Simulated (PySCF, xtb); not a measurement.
C2H9NSi3, SMILES [SiH3]C#C[SiH2]N[SiH3].

GFN2-xTB in xtb at its own geometry gives an orbital gap of 3.99 eV and a dipole moment of 0.50 D.

Coordinates come from a PBE-D3(BJ)/def2-SVP optimisation. This is a generated structure with no PubChem entry under its InChIKey; it may be hypothetical. One conformer was computed; it need not be the lowest.

Problem. What does PBE/def2-TZVP (PySCF) give? (The exact figures need the calculation; the answer reports its results.)

Solution. gap 4.50 eV (levels -6.36 and -1.86 eV), dipole 0.93 D.
